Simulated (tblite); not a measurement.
C6H14N (doublet state).
Structure used (GFN2-xTB), in Å, numbered top down from 1:
```
atom  x, y, z in Å
C1     2.0247   -0.9321    0.5558
C2     0.8321   -0.1983    1.0340
C3    -0.1549    0.4373    0.1198
C4     0.5528    1.2357   -0.9890
C5    -1.0728    1.3705    0.9131
C6    -1.0265   -0.6575   -0.5555
N7    -1.7241   -1.4309    0.4561
H8     2.8776   -0.2575    0.4027
H9     2.3383   -1.6792    1.2848
H10    1.8369   -1.4260   -0.3981
H11    0.7068   -0.0684    2.0948
H12    1.1607    2.0221   -0.5480
H13    1.1966    0.5956   -1.5860
H14   -0.1815    1.6940   -1.6476
H15   -1.6522    0.7937    1.6276
H16   -1.7612    1.8821    0.2451
H17   -0.4862    2.1159    1.4452
H18   -0.3784   -1.2728   -1.2028
H19   -1.7787   -0.1810   -1.1905
H20   -1.0448   -1.8602    1.0780
H21   -2.2740   -2.1660    0.0258
```

All values are computed: GFN2-xTB (tblite) harmonic vibrations without scaling, gas phase. Errors from tens to a few hundred cm⁻¹ against measured bands are possible. One conformer, not necessarily the lowest. Open shells enter through the occupations alone, without spin polarisation, and single modes of such species can be off by tens of per cent.

Harmonic wavenumbers (cm⁻¹): 62.4, 117.8, 130.4, 197.3, 210.2, 238.6, 258.7, 261.3, 296.2, 350.5, 379.7, 407.3, 492.7, 516.4, 756.3, 884.3, 894.5, 949.7, 960.4, 984.5, 992.4, 1022.5, 1050.0, 1090.8, 1125.5, 1156.6, 1176.6, 1197.2, 1248.9, 1266.7, 1340.5, 1355.8, 1395.0, 1398.5, 1412.2, 1473.5, 1478.7, 1487.3, 1492.9, 1498.5, 1504.4, 1508.1, 1542.3, 2811.4, 2868.9, 2953.9, 2989.1, 2998.6, 3026.7, 3030.9, 3034.6, 3039.0, 3044.8, 3060.4, 3111.5, 3364.8, 3414.6.

A = 2813, B = 2259, C = 1762 MHz; mass 100.113 u (most abundant isotopes); point group C1, symmetry number 1; spin multiplicity 2.

Q: What is the zero-point energy?

A: ½Σν̃ = 41157 cm⁻¹ = 492.34 kJ/mol.

Q: What is S at 500 K and 1 bar for an ideal gas of classical rigid rotors and harmonic oscillators?

A: Translation 177.05, rotation 122.57, vibration 199.14, spin (R ln 2) 5.76: S = 504.5 J/(mol K).

Q: And Cp and H(500 K) − H(0)?

A: Cp = 239.81 J/(mol K), of which vibrations give 206.55 (their classical limit is 57 R = 473.9); H(500 K) − H(0) = 69.51 kJ/mol without the zero-point energy, 52.88 from vibrations.

Q: How do the functions run with temperature in this model?

A: 
```csv
T (K),S (J/(mol K)),Cp (J/(mol K)),H − H(0) (kJ/mol),G − H(0) (kJ/mol),ln q(vib)
50,236.0,48.8,1.92,-9.88,0.25
100,278.6,77.7,5.08,-22.78,1.11
298.15,402.4,159.9,28.95,-91.03,6.06
373.15,441.7,191.0,42.11,-122.70,7.99
750,616.5,312.7,139.17,-323.21,17.48
1000,713.7,362.7,223.96,-489.77,23.40
```

q(vib) and H(0) count from the zero-point level.

Q: Blend soft modes into free rotors: weight 1/[1 + (100 cm⁻¹/ν̃)⁴] for the oscillator and the rest for a rotor with moment μB/(μ + B), μ = h/(8π²ν), B = 10⁻⁴⁴ kg m². What vibrational entropy results?

A: 190.96 J/(mol K) in place of 199.14, which changes −T·S at 500 K by +4.09 kJ/mol.

Hindered rotation and anharmonicity are outside this model. Other conformers, if any are populated, would add a mixing term that is left out. The structure is chiral; the term R ln 2 for an equal mix with its mirror image is left out.

The run took 0.66 s on one thread, Arm Neoverse V1 (aarch64), shared host with 32 logical CPUs at a one-minute load of 27. This covers the Hessian and the dipole derivatives.
